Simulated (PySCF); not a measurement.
These 3 structures share the formula C2H7FSi2. The calculation used PySCF 2.14.0, PBE0-D3(BJ)/def2-SVP geometry optimisation, gas phase. One conformer each; no zero-point energy, no entropy. No frequencies were run at this level. Point groups hold within 0.08 Å.

Question: Rank from lowest to highest electronic energy at this level (kJ/mol).
A. `[CH2:1]=[CH:2][Si@H:3]([F:4])[SiH3:5]` with C1–C2–Si3–F4 122°
B. `F[SiH]1C[SiH2]C1`
C. `[F:1][SiH2:2]/[CH:3]=[CH:4]/[SiH3:5]` with F1–Si2–C3–C4 0°

Answer: B (0.0), A (124.0), C (127.9).

As drawn, the lowest has a four-membered ring, which the highest lacks; the highest has a C=C bond outside aromatic rings, which the lowest lacks. Neighbours under 10 kJ/mol apart (C=C[Si@H](F)[SiH3] and F[SiH2]/C=C/[SiH3]) can change places with a better method, another conformer or zero-point energy.

```
            SMILES      E (Eh)  E rel (kJ/mol)  dipole (D)  point group     A, B, C (MHz)
  F[SiH]1C[SiH2]C1  -758.57190             0.0        1.53           Cs  5684, 2276, 1980
C=C[Si@H](F)[SiH3]  -758.52465           124.0        1.91           C1  3140, 2428, 1522
F[SiH2]/C=C/[SiH3]  -758.52318           127.9        1.31      near Cs  9240, 1137, 1037
```

Question: How do the relative energies change in single points at PBE0/6-311+G(2d,p) (no added dispersion term) on the same geometries?

Answer: 
```csv
SMILES,PBE0-D3(BJ)/def2-SVP (kJ/mol),"PBE0/6-311+G(2d,p) (kJ/mol)",shift
F[SiH]1C[SiH2]C1,0.0,0.0,0.0
C=C[Si@H](F)[SiH3],124.0,123.3,-0.7
F[SiH2]/C=C/[SiH3],127.9,127.6,-0.3
```

Each column counts from its own lowest isomer. The order is unchanged; the largest shift is 0.7 kJ/mol.
